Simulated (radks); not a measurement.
The numbers below are computed, except where a source is named.
All-electron atom: In III in [Kr] 4d10 5s1.

Code: a radial shooting solver on a logarithmic mesh with Libxc functionals. Model: Dirac Kohn-Sham, revPBE, spin-unpolarised, spherical densities, finite nucleus; Fermi nuclear charge, rms radius 4.6156 fm.

Energy parts (hartree):
| part | energy |
|---|---|
| total | -5882.40759 |
| kinetic | 6180.77462 |
| electron-nucleus | -14243.81154 |
| Hartree | 2340.35586 |
| exchange-correlation | -159.72652 |

Orbitals (lengths in bohr, moments of r in powers of bohr; r(max) is where P^2 peaks; r(90%) holds 90 % of the orbital's charge):
1s1/2: occ. 2; eigenvalue (hartree) -1019.956; <r> 0.02971; r(max) 0.01921; r(90%) 0.0534; small-component weight 3.23e-02
2s1/2: occ. 2; eigenvalue (hartree) -153.2370; <r> 0.1281; r(max) 0.1087; r(90%) 0.198; small-component weight 6.82e-03
2p1/2: occ. 2; eigenvalue (hartree) -142.9361; <r> 0.1085; r(max) 0.08384; r(90%) 0.178; small-component weight 6.84e-03
2p3/2: occ. 4; eigenvalue (hartree) -135.1871; <r> 0.1137; r(max) 0.08827; r(90%) 0.185; small-component weight 6.54e-03
3s1/2: occ. 2; eigenvalue (hartree) -29.61688; <r> 0.3483; r(max) 0.3157; r(90%) 0.513; small-component weight 1.96e-03
3p1/2: occ. 2; eigenvalue (hartree) -25.46113; <r> 0.3394; r(max) 0.3021; r(90%) 0.511; small-component weight 1.90e-03
3p3/2: occ. 4; eigenvalue (hartree) -24.06128; <r> 0.3504; r(max) 0.3122; r(90%) 0.527; small-component weight 1.82e-03
3d3/2: occ. 4; eigenvalue (hartree) -16.71672; <r> 0.3222; r(max) 0.2566; r(90%) 0.509; small-component weight 1.70e-03
3d5/2: occ. 6; eigenvalue (hartree) -16.42994; <r> 0.3258; r(max) 0.2595; r(90%) 0.514; small-component weight 1.68e-03
4s1/2: occ. 2; eigenvalue (hartree) -5.05585; <r> 0.8483; r(max) 0.7704; r(90%) 1.23; small-component weight 5.14e-04
4p1/2: occ. 2; eigenvalue (hartree) -3.69980; <r> 0.9013; r(max) 0.8000; r(90%) 1.33; small-component weight 4.55e-04
4p3/2: occ. 4; eigenvalue (hartree) -3.45606; <r> 0.9314; r(max) 0.8247; r(90%) 1.37; small-component weight 4.30e-04
4d3/2: occ. 4; eigenvalue (hartree) -1.35912; <r> 1.155; r(max) 0.9254; r(90%) 1.81; small-component weight 2.86e-04
4d5/2: occ. 6; eigenvalue (hartree) -1.32706; <r> 1.170; r(max) 0.9353; r(90%) 1.83; small-component weight 2.80e-04
5s1/2: occ. 1; eigenvalue (hartree) -0.86307; <r> 2.346; r(max) 2.042; r(90%) 3.42; small-component weight 7.54e-05
5p1/2: occ. 0; eigenvalue (hartree) -0.60488; <r> 2.808; r(max) 2.401; r(90%) 4.15; small-component weight 5.20e-05
5p3/2: occ. 0; eigenvalue (hartree) -0.58393; <r> 2.897; r(max) 2.484; r(90%) 4.27; small-component weight 4.91e-05

The highest occupied level is 5s1/2 at -23.485 eV. The electron density at the nucleus is 1.748e+05 e/bohr^3. For comparison, the ionisation energy in NIST's Atomic Spectra Database is 28.044 eV (measured). In exact Kohn-Sham theory the highest level is minus the ionisation energy, but local and semilocal functionals leave it too shallow, through self-interaction and a potential that decays too fast; potentials with the right tail come closer. The density falls to 0.001 e/bohr^3 at r = 3.57 bohr. Summed over all electrons, <r^2> = 32.32 bohr^2, which gives a Langevin (diamagnetic) susceptibility term of -25.6 x 10^-6 cm^3/mol.

Beside tabulated values, note that spin-unpolarised runs miss the spin-polarisation part of the exchange energy of open shells.
